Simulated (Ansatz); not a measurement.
Correlation energies of `BC1=NCN1C` by basis set

```xyz
13

B    -0.649    2.095    0.121
C     0.165    0.869   -0.347
N     0.830    0.701   -1.463
C     1.107   -0.663   -1.002
N     0.453   -0.351    0.274
C    -0.497   -1.196    0.945
H    -1.250    2.070    1.152
H    -0.670    3.057   -0.581
H     0.578   -1.417   -1.593
H     2.170   -0.912   -0.932
H    -0.945   -0.640    1.771
H     0.014   -2.064    1.366
H    -1.305   -1.550    0.289
```

Charge 0, multiplicity 1. The geometry is a stationary point of PBE0-D4/def2-TZVP. Frozen core, restricted reference, Ansatz 0.2.0. CBS rows extrapolate triple and quadruple zeta; past MP2 they add the triple-zeta difference.

```tsv
basis	HF (Eh)	MP2 corr.	CCSD corr.	(T)	CCSD(T) total
def2-SVP	-250.98245	-0.81365	-0.86630	-0.03195	-251.88070
def2-TZVPP	-251.26597	-0.99611	-1.03387	-0.04833	-252.34817
def2-QZVPP	-251.27754	-1.06139	–	–	–
CBS(def2)	-251.27914	-1.10975	-1.14752	as TZ	-252.47499
```
